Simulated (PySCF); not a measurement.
C4H12OSi2.
Structure used (GFN2-xTB), in Å, numbered top down from 1:
```xyz
19
C4H12OSi2 angstrom
C     -1.1100    1.8161   -0.0861
Si    -0.9256    0.0572   -0.7877
C     -2.6270   -0.8021   -0.7147
Si     0.5988   -1.1983    0.4461
C      2.3906   -0.7525   -0.1424
C      2.5893    0.6607    0.1842
O      2.1886    1.5924   -0.4716
H     -0.1710    2.3546   -0.1685
H     -1.8655    2.3840   -0.6225
H     -1.3944    1.8012    0.9634
H     -0.5460    0.1438   -2.2125
H     -2.5832   -1.8068   -1.1233
H     -3.3705   -0.2511   -1.2825
H     -2.9902   -0.8818    0.3059
H      0.5594   -2.6609    0.2860
H      0.6074   -0.9927    1.9045
H      2.4175   -0.9068   -1.2188
H      3.1233   -1.3877    0.3453
H      3.0986    0.8400    1.1532
```

Computed, not measured: PySCF, TDDFT B3LYP/def2-SVPD, vertical, gas phase, core orbitals frozen in the response.

Ground-to-excited transition dipoles (e·a0, same axes as the geometry; the sign carries no meaning), for the states with f of 0.002 or more among the lowest 8:

```csv
state,E (eV),μx,μy,μz
S1,4.303,0.103,0.095,-0.004
S2,5.918,-0.342,-0.130,0.050
S3,6.116,0.308,0.142,-0.060
S5,6.585,0.269,0.214,0.035
S6,6.774,0.262,0.349,-0.250
S7,6.832,-0.435,-0.169,-0.151
S8,6.953,0.187,-0.017,0.154
```

What oscillator strength does each state have?

f = (2/3) ΔE |μ|² with ΔE in hartree (27.2114 eV).

| state | \|μ\|² (au) | \|μ\| (D) | f |
| --- | --- | --- | --- |
| S1 | 0.020 | 0.36 | 0.002 |
| S2 | 0.136 | 0.94 | 0.020 |
| S3 | 0.119 | 0.88 | 0.018 |
| S5 | 0.120 | 0.88 | 0.019 |
| S6 | 0.253 | 1.28 | 0.042 |
| S7 | 0.241 | 1.25 | 0.040 |
| S8 | 0.059 | 0.62 | 0.010 |

What angle do the transition dipoles of S5 and S6 make?

|cos θ| = |μa·μb| / (|μa| |μb|) = 0.78, so θ ≈ 38° (taken between 0 and 90°, since the signs are arbitrary).

How is the summed strength of these states shared among x, y and z?

(2/3) Σ ΔE μα² gives 0.093 for x, 0.039 for y and 0.019 for z, 0.151 in all.

What peak molar absorption coefficient would the strongest computed level give as a lone Gaussian band 0.4 eV wide at half height?

ε(max) = 2.175×10⁸ f / FWHM, with the width in cm⁻¹. S6: 2.175×10⁸ × 0.0420 / 3226 ≈ 2800 L mol⁻¹ cm⁻¹.

One conformer stands for the species.
